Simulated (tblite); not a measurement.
Compound: C7H6F2.
Numbering: `[CH3:1][C@@:2]12[CH:3]=[CH:4][C@:5]1([F:6])[CH:7]=[C:8]2[F:9]` (hydrogens: H10, H11, H12 on C1; H13 on C3; H14 on C4; H15 on C7)

Computed with GFN2-xTB (tblite), gas phase: Langevin dynamics at 400 K from the optimised GFN2-xTB geometry, time step 0.5 fs, friction 0.01 fs⁻¹, 2000 steps.

Start geometry:
```
atom  x, y, z in Å
C1      0.190    1.777   -0.454
C2      0.074    0.396    0.136
C3     -1.144    0.016    0.969
C4     -1.443   -1.060    0.248
C5     -0.257   -0.900   -0.684
F6     -0.476   -0.904   -2.026
C7      1.054   -1.470   -0.174
C8      1.312   -0.377    0.536
F9      2.260   -0.046    1.408
H10    -0.753    2.061   -0.916
H11     0.434    2.496    0.326
H12     0.970    1.797   -1.212
H13    -1.548    0.468    1.854
H14    -2.196   -1.822    0.287
H15     1.518   -2.423   -0.319
```

The statistics below take the 31 frames saved every 25 fs from 250 to 1000 fs; their kinetic temperature (all 3N coordinates) averages 384 K.

Q: How do the bond lengths spread?

A: 
```json
{"bond": "C1–C2", "start (Å)": "1.506", "mean (Å)": "1.519", "standard deviation (Å)": "0.027", "shortest (Å)": "1.470", "longest (Å)": "1.595"}
{"bond": "C2–C3", "start (Å)": "1.524", "mean (Å)": "1.522", "standard deviation (Å)": "0.031", "shortest (Å)": "1.472", "longest (Å)": "1.607"}
{"bond": "C3=C4", "start (Å)": "1.329", "mean (Å)": "1.332", "standard deviation (Å)": "0.032", "shortest (Å)": "1.274", "longest (Å)": "1.404"}
{"bond": "C4–C5", "start (Å)": "1.517", "mean (Å)": "1.524", "standard deviation (Å)": "0.033", "shortest (Å)": "1.473", "longest (Å)": "1.595"}
{"bond": "C5–F6", "start (Å)": "1.360", "mean (Å)": "1.362", "standard deviation (Å)": "0.030", "shortest (Å)": "1.299", "longest (Å)": "1.415"}
{"bond": "C5–C7", "start (Å)": "1.518", "mean (Å)": "1.521", "standard deviation (Å)": "0.039", "shortest (Å)": "1.443", "longest (Å)": "1.631"}
{"bond": "C7=C8", "start (Å)": "1.329", "mean (Å)": "1.330", "standard deviation (Å)": "0.026", "shortest (Å)": "1.264", "longest (Å)": "1.384"}
{"bond": "C8–F9", "start (Å)": "1.330", "mean (Å)": "1.335", "standard deviation (Å)": "0.032", "shortest (Å)": "1.278", "longest (Å)": "1.426"}
{"bond": "C2–C5", "start (Å)": "1.568", "mean (Å)": "1.583", "standard deviation (Å)": "0.029", "shortest (Å)": "1.530", "longest (Å)": "1.647"}
{"bond": "C2–C8", "start (Å)": "1.513", "mean (Å)": "1.520", "standard deviation (Å)": "0.034", "shortest (Å)": "1.425", "longest (Å)": "1.581"}
{"bond": "C1–H10", "start (Å)": "1.088", "mean (Å)": "1.089", "standard deviation (Å)": "0.030", "shortest (Å)": "1.034", "longest (Å)": "1.139"}
{"bond": "C1–H11", "start (Å)": "1.089", "mean (Å)": "1.095", "standard deviation (Å)": "0.038", "shortest (Å)": "1.026", "longest (Å)": "1.174"}
{"bond": "C1–H12", "start (Å)": "1.088", "mean (Å)": "1.092", "standard deviation (Å)": "0.031", "shortest (Å)": "1.035", "longest (Å)": "1.163"}
{"bond": "C3–H13", "start (Å)": "1.073", "mean (Å)": "1.078", "standard deviation (Å)": "0.033", "shortest (Å)": "1.019", "longest (Å)": "1.145"}
{"bond": "C4–H14", "start (Å)": "1.072", "mean (Å)": "1.075", "standard deviation (Å)": "0.024", "shortest (Å)": "1.014", "longest (Å)": "1.116"}
{"bond": "C7–H15", "start (Å)": "1.070", "mean (Å)": "1.076", "standard deviation (Å)": "0.028", "shortest (Å)": "1.022", "longest (Å)": "1.150"}
```

Q: Give the same statistics for bond angles, one of each kind among heavy atoms.

A: 
```tsv
angle	start (°)	mean (°)	standard deviation (°)	smallest (°)	largest (°)
C1–C2–C3	120.3	120.0	5.1	110.7	130.4
C1–C2–C5	124.7	126.4	7.4	109.0	141.3
C1–C2–C8	120.6	119.1	4.5	108.6	129.6
C3–C2–C5	84.9	84.8	2.1	80.7	89.7
C3–C2–C8	112.4	113.0	3.3	104.9	119.9
C5–C2–C8	83.6	83.3	2.0	79.3	87.0
C2–C3–C4	94.9	95.2	2.2	90.7	99.9
C3–C4–C5	94.1	94.0	2.0	89.4	97.4
C4–C5–F6	118.7	119.2	4.9	110.6	133.3
C4–C5–C7	115.5	115.3	4.3	106.7	123.7
F6–C5–C7	118.0	117.1	4.4	108.7	126.0
C2–C5–C4	86.1	85.6	1.9	81.0	89.9
C2–C5–F6	123.5	124.6	5.0	111.9	133.7
C2–C5–C7	87.3	87.0	2.0	83.5	91.3
```

Q: How widely does the potential energy scatter, against a harmonic estimate?

A: Mean 0.67 eV above the start, standard deviation 0.129 eV, range 0.42 to 0.94 eV. For 39 classical harmonic modes at 400 K the canonical values are 39kT/2 = 0.67 eV and kT·√(39/2) = 0.152 eV.

The run is classical and short, so these are rough statistics of one trajectory.

The cost below is that of the whole dynamics run. Time: 9.8 s of wall time; peak memory 0.18 GiB. Hardware: an Intel Xeon 6975P-C with one thread, no GPU, on a shared host.
